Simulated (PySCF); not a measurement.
Vertical excitations of a molecule C3H5NOSi from TDDFT-PBE/def2-SVPD (PySCF 2.14.0), as energy in eV (oscillator strength): 3.13 (0.001), 4.47 (0.000), 4.80 (0.001), 5.10 (0.000), 5.28 (0.003), 5.64 (0.054), 5.74 (0.000), 5.85 (0.020), 6.14 (0.111), 6.53 (0.001). Lowest triplet (TDA): 2.43 eV. Geometry: B3LYP-D3(BJ)/def2-SVP. Other conformers were not sampled.

Problem. Pick the molecule that these values belong to.
A. C=C1N=C[SiH2]O1
B. O=CC1=N[SiH2]C1
C. N#CC[SiH2]C=O
D. C=C=C1N[SiH2]O1

Solution. C, N#CC[SiH2]C=O
